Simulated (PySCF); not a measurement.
**Basis and Hamiltonian dependence of the ionisation energy of Ne²⁺**

Ne²⁺ [He] 2s2 2p4 (3P) → Ne³⁺ [He] 2s2 2p3 (4S). Calculated with PySCF 2.14 from differences of total energies of unrestricted determinants, without spin-orbit coupling. Values in eV.

| basis | Hamiltonian | functions | UHF | PBE | PBE0 | MP2 (valence) | CCSD(T) (valence) | CCSD(T) (valence and next inner shell) |
| --- | --- | --- | --- | --- | --- | --- | --- | --- |
| def2-SVP | non-relativistic | 14 | 61.863 | n/a | n/a | 62.563 | 62.573 | n/a |
| cc-pVTZ-DK | spin-free X2C | 30 | 61.803 | 63.852 | n/a | 62.971 | 63.018 | n/a |
| x2c-TZVPall | spin-free X2C | 31 | 61.847 | n/a | 63.733 | 63.001 | 63.053 | n/a |
| x2c-TZVPPall with one added diffuse shell each of s, p, d type | spin-free X2C | 40 | 61.848 | 63.878 | 63.736 | 63.005 | 63.059 | 63.071 |
| dyall-av2z | non-relativistic | 42 | 61.784 | 63.849 | 63.698 | 62.752 | 62.763 | n/a |
| aug-cc-pVTZ | non-relativistic | 46 | 61.836 | 63.874 | 63.730 | 63.025 | 63.076 | n/a |
| aug-cc-pVTZ-DK | spin-free X2C | 46 | 61.822 | 63.861 | 63.716 | 63.013 | 63.063 | n/a |
| aug-cc-pwCVTZ | non-relativistic | 59 | 61.803 | 63.864 | 63.714 | 63.036 | 63.086 | 63.122 |
| aug-cc-pVTZ with one added diffuse shell each of s, p, d, f type | non-relativistic | 62 | 61.840 | 63.877 | 63.733 | 63.031 | 63.082 | n/a |
| def2-QZVPPD | non-relativistic | 66 | 61.845 | 63.892 | 63.744 | 63.160 | 63.215 | 63.234 |
| aug-pcseg-3 | non-relativistic | 85 | 61.868 | n/a | n/a | 63.139 | 63.193 | n/a |
| aug-cc-pVQZ with one added diffuse shell each of s, p, d, f, g type | non-relativistic | 105 | 61.838 | 63.889 | 63.740 | 63.179 | n/a | n/a |
| aug-cc-pwCVQZ | non-relativistic | 109 | 61.836 | 63.890 | 63.740 | 63.205 | 63.254 | n/a |
| aug-cc-pV5Z | non-relativistic | 127 | 61.829 | 63.892 | 63.740 | 63.241 | n/a | n/a |

Extrapolation of CCSD(T) (valence) from aug-cc-pwCVTZ and aug-cc-pwCVQZ: the correlation parts are 1.283 and 1.418 eV; with the X⁻³ form and unrounded values, (4³ × 1.418 − 3³ × 1.283)/(4³ − 3³) = 1.517 eV, and adding the Hartree-Fock value 61.836 eV of the larger basis gives 63.353 eV.

Frozen in the all-electron rows: valence: 1s2; valence and next inner shell: nothing.

Between the lowest levels the reference is 63.423 eV (measured; NIST Atomic Spectra Database, ionization energies); it includes spin-orbit coupling, which these numbers lack.
